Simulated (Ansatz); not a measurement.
Reaction (formal loss of a carbene): `NBOC[SiH2]F` → `NBO[SiH2]F` + `[CH2]` (triplet)

Program: Ansatz. Geometries: PBE0-D4/def2-TZVP. ΔE: electronic, gas phase. CCSD(T)/CBS is the MP2 limit (def2-TZVPP, def2-QZVPP) plus CCSD(T) − MP2 in def2-TZVPP, frozen cores. This one scheme is used for every species. DFT in def2-TZVPP. B3LYP here is the variant with VWN-RPA as its local correlation; programs differ in this. Triplets are unrestricted, without spin–orbit coupling. Each species was taken in one conformer, which may not be the lowest.

`NBOC[SiH2]F`:

Z-matrix (Å, degrees):
```
C
Si 1 1.878
O 1 1.418 2 105.7
H 1 1.098 2 110.7 3 -120.6
H 1 1.099 2 110.6 3 120.6
F 2 1.604 1 108.3 3 -179.8
H 2 1.482 1 110.6 3 61.8
H 2 1.482 1 110.6 3 -61.5
B 3 1.370 1 121.0 2 179.3
N 9 1.400 3 123.1 1 0.1
H 9 1.196 3 116.6 1 -179.9
H 10 1.004 9 121.5 3 -180.0
H 10 1.005 9 124.7 3 0.1
```

`NBO[SiH2]F`:

Z-matrix (Å, degrees):
```
Si
F 1 1.594
O 1 1.625 2 109.4
H 1 1.476 2 107.3 3 117.2
H 1 1.480 2 107.3 3 -120.6
B 3 1.377 1 132.5 2 -94.5
N 6 1.392 3 119.1 1 175.4
H 6 1.200 3 120.8 1 -5.0
H 7 1.003 6 122.6 3 179.9
H 7 1.006 6 122.7 3 -0.8
```

`[CH2]` (triplet):

Cartesian coordinates in Å:
```
C -0.230 0.124 0.088
H 0.080 -0.680 0.736
H 0.150 0.556 -0.825
```

Problem. Is it downhill or uphill in electronic energy at CCSD(T)/CBS, and by how much? (An estimate is asked.)

Solution. The calculation gave: Uphill: ΔE = +250.8 kJ/mol.

Problem. What do these levels give: PBE-D4, B3LYP-D4, ωB97X-V, B2PLYP, PBE, PBE0, HF/def2-TZVPP, SCS-MP2/def2-TZVPP, CCSD/def2-TZVPP, HF/def2-QZVPP, SCS-MP2/def2-QZVPP, MP2/CBS(def2)? (Estimate.)

Solution. The calculation gave: PBE-D4 273.5, B3LYP-D4 249.3, ωB97X-V 268.6, B2PLYP 241.3, PBE 266.9, PBE0 251.7, HF/def2-TZVPP 93.6, SCS-MP2/def2-TZVPP 248.5, CCSD/def2-TZVPP 227.5, HF/def2-QZVPP 92.2, SCS-MP2/def2-QZVPP 255.2, MP2/CBS(def2) 256.2 kJ/mol.

Largest T1 diagnostic among the species: 0.012.

In def2-TZVPP, CCSD(T) changes the Hartree–Fock value by +147.1 kJ/mol (the triples alone add +13.1 kJ/mol) and MP2 by +152.4 kJ/mol. From PBE to PBE0 (25 % exact exchange), in def2-TZVPP and without D4, ΔE moves by −15.2 kJ/mol.
